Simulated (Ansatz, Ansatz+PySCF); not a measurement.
```yaml
atoms:
  - { symbol: N, position_ang: [0.0000, 0.0000, -0.2896] }
  - { symbol: O, position_ang: [0.0000, 1.0055, 0.1267] }
  - { symbol: O, position_ang: [0.0000, -1.0055, 0.1267] }
```

Basis set: def2-SVP (spherical functions). Frozen core: 3 orbitals. Correlation on ROHF uses semicanonical orbitals with singles. Charge 0, multiplicity 2.

Computed with Ansatz (development build ahead of 0.2.0); each method stands on the lowest determinant of its kind that the runs found.

**Question.** Give the atomization energy at this shape (free ground-state atoms in the same class of orbitals less the molecule, no zero-point energy) of doublet NO2 by ROHF-CCSD(T), ROHF-CCSD, ROHF-MP2, UHF-MP2, UHF, ROHF.

**Answer.**

```json
{"method": "ROHF-CCSD(T)", "atomization energy": "7.36 eV"}
{"method": "ROHF-CCSD", "atomization energy": "6.93 eV"}
{"method": "ROHF-MP2", "atomization energy": "8.30 eV"}
{"method": "UHF-MP2", "atomization energy": "8.18 eV"}
{"method": "UHF", "atomization energy": "1.87 eV"}
{"method": "ROHF", "atomization energy": "2.07 eV"}
```

Caution: the shape is not the minimum.
